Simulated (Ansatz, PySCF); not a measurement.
The pair A = CH4 (SMILES C) (first 5 atoms), B = CH2O (SMILES C=O); geometry from B3LYP-D3(BJ)/def2-TZVP.
(charge 0, multiplicity 1):
```xyz
9

C      0.13631     0.14783    -0.19394
H     -0.86372     0.55476    -0.04580
H      0.82235     0.58572     0.52954
H      0.11511    -0.93379    -0.06694
H      0.47310     0.38527    -1.20190
C     -0.71126    -0.22276     3.08358
O      0.26034    -0.12736     3.77950
H     -1.03030    -1.18913     2.64783
H     -1.34528     0.65056     2.83642
```

Rows in 6-31G* carry no dispersion term and start afresh at each structure (6-31G* with six Cartesian d functions).

Programs: Ansatz (a first-principles code); PySCF for 6-31G* rows. Values without a source in brackets are computed.

Total energies (hartree), monomers frozen at their geometry in the pair:

```
structure                 HF/6-31G*  PBE/def2-TZVPPD  B3LYP/6-31G*
---------------------  ------------  ---------------  ------------
AB                     -154.0603665     -154.8857076  -155.0186814
A in the pair's basis   -40.1951724      -40.4643400   -40.5185268
B in the pair's basis  -113.8658092     -114.4208869  -114.5006372
A                       -40.1950802      -40.4643070   -40.5183356
B                      -113.8655644     -114.4208530  -114.5003429
```

Q: Work out the interaction energy without and with the counterpoise correction, and the superposition error, for each level.

A: 
E(AB) − E(A) − E(B), times 627.509 kcal/mol, with the monomers in their own basis and then in the pair's basis:
- HF/6-31G*: 0.17 uncorrected, 0.39 corrected; the monomers gain 0.21 kcal/mol from borrowed functions
- PBE/def2-TZVPPD: -0.34 uncorrected, -0.30 corrected; the monomers gain 0.04 kcal/mol from borrowed functions
- B3LYP/6-31G*: 0.00 uncorrected, 0.30 corrected; the monomers gain 0.30 kcal/mol from borrowed functions
